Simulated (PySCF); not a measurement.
# Excitation energy of Mo⁺ by level of theory

Mo⁺ [Kr] 4d5 (6S) → Mo⁺ [Kr] 4d4 5s1 (6D), as a difference of total energies. Computed with PySCF 2.14 in def2-QZVPPD with the def2 core potential (28 electrons), with scalar relativity through the core potential. Correlated levels: valence and next inner shell: nothing frozen outside the core potential. The calculations carry no spin-orbit coupling.

```csv
method,excitation energy (eV)
UHF,1.395
MP2 (valence and next inner shell),1.527
SCS-MP2 (valence and next inner shell),1.453
CCSD (valence and next inner shell),1.463
CCSD(T) (valence and next inner shell),1.461
```

Task: How much does correlation contribute at CCSD(T) (valence and next inner shell)?

Result: 1.461 − (1.395) = 0.066 eV, measured against UHF.

Errors of the correlated levels include the incompleteness of this basis.

For comparison: 1.587 eV (measured; NIST levels, between the centres of gravity of the two terms).
